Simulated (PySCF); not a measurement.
**NMR parameters from quadrupole coupling constants**

Species: C3H9NOSi.
Geometry (GFN2-xTB, Å), atoms numbered from 1 in this order:
```xyz
15
C3H9NOSi angstrom
C     -3.1060   -0.2993   -0.3766
N     -1.7594   -0.7391   -0.1936
C     -0.7989   -0.0175   -0.5492
C      0.6175   -0.4696   -0.3855
O      1.4428    0.6309   -0.1572
Si     3.0153    0.6591    0.2335
H     -3.5958   -0.3014    0.5977
H     -3.1880    0.6988   -0.8275
H     -3.6169   -1.0285   -1.0062
H     -0.9131    0.9801   -0.9975
H      0.9316   -0.9827   -1.3072
H      0.6816   -1.1911    0.4359
H      3.2648   -0.0710    1.4801
H      3.8304    0.0428   -0.8193
H      3.1898    2.0964    0.3451
```

Computed at PBE0/pcSseg-1 (PySCF, non-relativistic):

| atom | environment | nucleus | spin I | Q (b) | CQ = χzz (MHz) | η |
| --- | --- | --- | --- | --- | --- | --- |
| N2 | imine nitrogen | 14N | 1 | 0.02044 | -5.399 | 0.349 |
| O5 | silyl ether oxygen | 17O | 5/2 | -0.0256 | -10.410 | 0.407 |

Task: Work back to Vxx, Vyy and Vzz; CQ/MHz = 234.96 (Q/b)(Vzz/au).

Result: The tensor is traceless, so η fixes the two smaller values:

```tsv
atom	Vxx (au)	Vyy (au)	Vzz (au)	Vzz (10²¹ V/m²)
N2	0.366	0.758	-1.124	-10.92
O5	-0.513	-1.217	1.731	16.82
```

Task: Give the quadrupolar product PQ = |CQ|√(1 + η²/3), the quadrupolar frequency νQ = 3|CQ|/[2I(2I − 1)] and the Larmor frequency ν0 = |g| × 7.62259 MHz/T × B at 9.4 T, with g(14N) = 0.40376, g(17O) = −0.75752.

Result: 
```json
{"atom": "N2", "PQ (MHz)": "5.508", "νQ (MHz)": "8.098", "ν0 (MHz)": "28.93", "νQ/ν0": "0.280"}
{"atom": "O5", "PQ (MHz)": "10.69", "νQ (MHz)": "1.562", "ν0 (MHz)": "54.28", "νQ/ν0": "0.029"}
```

For N2: PQ = 5.399 × 1.0202, νQ = 5.399 × 1.5000, ν0 = 3.0777 MHz/T × 9.4 T.

Task: For half-integer spins with νQ below a tenth of ν0, find the second-order shift of the centre of gravity of the central transition at 9.4 and 14.1 T.

Result: From −(3/40)(PQ/ν0)²[I(I + 1) − 3/4]/[I(2I − 1)]², which goes as 1/B² (ppm):

```tsv
site	9.4 T	14.1 T
17O at O5	-233	-104
```

Task: Quadrupolar 1/T1 and linewidth for τc = 4 ps (extreme narrowing, isotropic tumbling)?

Result: Rate = (3π²/10) PQ² τc (2I + 3)/[I²(2I − 1)], the same for T1 and T2; width = rate/π.

```tsv
site	spin factor (2I + 3)/[I²(2I − 1)]	1/T1 (s⁻¹)	T1 (ms)	linewidth (Hz)
14N at N2	5.000	1800	0.557	572
17O at O5	0.320	433	2.31	138
```

Solvent, lattice and vibrations would change these gradients. One conformer (not necessarily the lowest) at the GFN2-xTB geometry, without solvent, vibrations or thermal averaging. GFN2-xTB bond lengths can be off by several hundredths of an ångström, more for odd bonds, and the gradients follow them. With a basis this small, the couplings can be 20 % off.
